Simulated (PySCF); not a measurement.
Run record for `O[SiH2]C1=CC=CS1`: PBE0/pcseg-1, full TDDFT, 12 singlets.

Method: TDDFT PBE0/pcseg-1, vertical, gas phase, core orbitals frozen in the response (PySCF 2.14.0, density-fitted response routines). Geometry: GFN2-xTB. The input is one job of a driver script: a line of settings, then coordinates in Å.

Command:
```bash
OMP_NUM_THREADS=1 python probes_run.py task.json out
```

Input:
```
{"job": {"kind": "uv", "xc": "PBE0", "basis": "pcseg-1", "nstates": 12, "ntriplets": 0, "tda": false}, "charge": 0, "multiplicity": 1}
O     -2.740270     1.143825    -0.444406
Si    -2.017501    -0.271860    -0.123090
C     -0.154115    -0.053545     0.002650
C      0.768062    -0.908119     0.529698
C      2.097992    -0.442724     0.450322
C      2.183463     0.774149    -0.144726
S      0.641746     1.365303    -0.612571
H     -2.409585     1.748337    -1.103537
H     -2.588455    -0.636266     1.165745
H     -2.283459    -1.246761    -1.186277
H      0.493271    -1.851336     0.968347
H      2.949087    -0.986914     0.820213
H      3.055378     1.366398    -0.340096
```

Predict the output.

```
coarse grid: 12400 points
cycle   1  E = -918.2187878513  dE =  1.185e+00  |g| = 6.730e-01  |ddm| = 4.086e+00
cycle   2  E = -918.1020509863  dE =  1.167e-01  |g| = 1.016e+00  |ddm| = 1.590e+00
cycle   3  E = -918.3087721350  dE = -2.067e-01  |g| = 7.019e-02  |ddm| = 1.082e+00
cycle   4  E = -918.3095467146  dE = -7.746e-04  |g| = 4.501e-02  |ddm| = 1.307e-01
cycle   5  E = -918.3100586396  dE = -5.119e-04  |g| = 1.197e-02  |ddm| = 5.779e-02
cycle   6  E = -918.3100910074  dE = -3.237e-05  |g| = 4.399e-03  |ddm| = 1.661e-02
cycle   7  E = -918.3100961540  dE = -5.147e-06  |g| = 1.098e-03  |ddm| = 5.831e-03
final grid: 111944 points
cycle   8  E = -918.3642530810  dE = -1.027e-05  |g| = 9.300e-03  |ddm| = 2.941e-02
cycle   9  E = -918.3642186672  dE =  3.441e-05  |g| = 1.453e-02  |ddm| = 2.778e-02
cycle  10  E = -918.3642755942  dE = -5.693e-05  |g| = 1.130e-03  |ddm| = 1.867e-02
cycle  11  E = -918.3642759475  dE = -3.533e-07  |g| = 3.088e-04  |ddm| = 1.703e-03
cycle  12  E = -918.3642759707  dE = -2.326e-08  |g| = 5.652e-05  |ddm| = 3.226e-04
cycle  13  E = -918.3642759711  dE = -3.215e-10  |g| = 4.061e-05  |ddm| = 9.006e-05
cycle  14  E = -918.3642759715  dE = -4.129e-10  |g| = 7.603e-06  |ddm| = 4.856e-05
converged SCF energy = -918.3642759715

Static polarisability (au): isotropic 78.176, principal 47.711 86.852 99.964

Singlet excitations
state   eV       nm        f      main configurations
  1   5.6664    218.8   0.17556   H->L 0.91
  2   5.8639    211.4   0.08263   H-1->L 0.81, H->L+3 0.10
  3   6.0593    204.6   0.00351   H->L+1 0.93
  4   6.2699    197.7   0.00508   H->L+2 0.94
  5   6.4146    193.3   0.00029   H-1->L+2 0.51, H-1->L+1 0.46
  6   6.7355    184.1   0.00237   H-1->L+1 0.51, H-1->L+2 0.47
  7   6.8629    180.7   0.00380   H-2->L 0.82, H-3->L 0.15
  8   7.3612    168.4   0.01021   H-3->L 0.36, H->L+4 0.35, H->L+3 0.11
  9   7.4007    167.5   0.01001   H->L+4 0.32, H-3->L 0.31, H-2->L+1 0.15
 10   7.4773    165.8   0.02575   H-2->L+1 0.70, H-3->L 0.09, H->L+4 0.09
 11   7.6120    162.9   0.07620   H->L+3 0.38, H->L+5 0.35
 12   7.7194    160.6   0.04308   H->L+5 0.57, H->L+4 0.13, H->L+3 0.11
```

The SCF starts on a coarse grid where the log names one; the energy can jump when the final grid takes over, and dE then counts from the start density on the new grid. H and L stand for HOMO and LUMO; the number after each pair is its weight.

Which computed singlet has the largest oscillator strength, and what do all of them sum to?

State 1 at 5.67 eV (219 nm), f = 0.176; the 12 states sum to 0.438.

Give the mean polarisability as a volume in Å³, and the ratio of the largest to the smallest principal value.

78.176 au × 0.148185 = 11.58 Å³; 99.964/47.711 = 2.10.

In short: SCF converged in 14 cycles with 136 basis and 805 fitting functions; HOMO -7.07 eV, LUMO -0.79 eV; lowest singlet 5.67 eV; mean polarisability 78.2 au.

Time: 13 s; peak memory 0.68 GiB. Hardware: an Arm Neoverse V2 with one thread, shared host.

Shape of the structure used: `[OH:1][SiH2:2][c:3]1[cH:4][cH:5][cH:6][s:7]1`: O1–Si2–C3–C4 165°, H–O1–Si2–C3 45°.

One conformer stands for the species.
